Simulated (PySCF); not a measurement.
Molecule: C9H8OSe, SMILES c1coc(Cc2ccc[se]2)c1. Atoms near the plane z = 0.8 Å, at the GFN2-xTB optimised geometry (x, y, z in Å): C5 (0.1, -1.9, 0.1), C6 (-0.8, -0.6, 0.0), C7 (-2.1, -0.6, 0.0), C8 (-2.7, 0.6, 0.0), C9 (-1.9, 1.7, 0.0), Se10 (-0.1, 1.1, 0.0), H15 (0.4, -2.1, 1.1), H16 (-2.7, -1.6, 0.0), H17 (-3.8, 0.8, 0.0), H18 (-2.1, 2.7, 0.0).

Computed with PySCF with CAM-B3LYP/def2-SVP. The values are rescaled to run from 0 to 1.

```
|8888888888888888888888888|
|8888888888888888888888888|
|8888888888888888888888888|
|8888888888888888888888888|
|8888888888888888888888888|
|8888888888888888888888888|
|8888888888888888888888888|
|8888888999888888888888888|
|8888888999998888888888888|
|8888889999988888888888888|
|8888899999989888888888888|
|8888899999998888888888888|
|8888889999999888888888888|
|8888889999999888888888888|
|8888889999999988888888888|
|8888888999999998888888888|
|8888888888894098888888888|
|8888888888899998888888888|
|8888888888889888888888888|
|8888888888888888888888888|
|8888888888888888888888888|
|8888888888888888888888888|
|8888888888888888888888888|
|8888888888888888888888888|
|8888888888888888888888888|
```
Scale: ten equal steps from 0.000 (start of '0') to 1.00 (end of '9'), in the order '0123456789'; x runs from -6.00 to 6.00, y from -6.00 (bottom) to 6.00 (top).

Q: Which quantity is mapped?
A) electrostatic potential
B) Laplacian of the electron density
C) deformation density (molecule minus spherical neutral atoms)
D) log10 of the electron density

A: B, Laplacian of the electron density. In full: Laplacian of the electron density (e/bohr⁵).
